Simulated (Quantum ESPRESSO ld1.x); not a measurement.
Values are calculated unless marked as measured or tabulated.
Task: The mean radii <r> (bohr) of the occupied orbitals of an atom or ion are listed with their occupations. Code: ld1.x of Quantum ESPRESSO 7.5. Model: scalar-relativistic Kohn-Sham, PBE, spin-unpolarised, spherical densities, point nucleus.

orbital  occ.      <r>
1s          2  0.04550
2s          2   0.2027
2p          6   0.1772
3s          2   0.5936
3p          6   0.6099
3d          9   0.6510
4s          2    1.788
4p          3    2.170
5p          1    8.060

Name the element and its charge.

Result: Z = 33, arsenic, charge 0: As in [Ar] 3d9 4s2 4p3 5p1. The 1s radius gives Z: for a bare nucleus <r> = (2 gamma + 1)/(2Z) with gamma = sqrt(1 - (Z/c)^2), 0.04456 bohr for Z = 33, and screening makes it slightly larger (0.04550 here). The occupations add up to 33, and the charge is Z minus that.
